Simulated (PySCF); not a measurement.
C₃H₉BClN, SMILES ClB(C)N(C)C.

Geometry optimised at B3LYP-D3(BJ)/def2-SVP. One conformer was computed; it need not be the lowest.

Level of theory: PBE/def2-TZVP (PySCF).

Isolated molecule, no solvent.

```json
{
 "total_energy": "-659.24504 hartree",
 "point_group": "Cs",
 "highest_occupied_level": "-5.97 eV",
 "lowest_empty_level": "-0.44 eV",
 "orbital_gap": "5.54 eV",
 "dipole_moment": "2.68 D",
 "quadrupole, principal values (traceless, Buckingham form, about the centre of nuclear charge)": "-1.30, -0.88, 2.19 D·Å",
 "mean_static_polarisability": "74.9 bohr³ (11.11 Å³)",
 "polarisability_principal_values": "57.1, 78.0, 89.8 bohr³"
}
```
